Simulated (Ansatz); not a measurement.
A structure relaxed at PBE-D4/def2-SVP in Ansatz, charge 0, singlet:

```xyz
8

Al    1.0020    0.4129    1.4423
Al    0.4412    1.0591   -1.1718
Ga    0.6113   -2.6115   -0.9812
Ga   -1.8128    1.8981    0.2833
As    0.8430   -1.9097    1.5700
As   -0.8654   -0.6133   -2.1114
As    1.0314    2.6176    0.5316
As   -1.2506   -0.8533    0.4372
```

Question: Give its formula.

Answer: the cluster Al₂Ga₂As₄ (the lowest singlet isomer of a short search).

Question: Summarise the bond lengths by kind (pairs closer than 1.2 times the sum of covalent radii, bridged metal pairs left out).

Answer: 5 × Al–As 2.32 to 2.77 Å; 3 × As–Ga 2.66 to 2.81 Å; 2 × As–As 2.59 to 2.60 Å; 1 × Al–Ga 2.81 Å.

Another isomer (singlet) lies 0.17 eV lower at PBE0-D4/def2-TZVP; other spin states weren't run for this one.
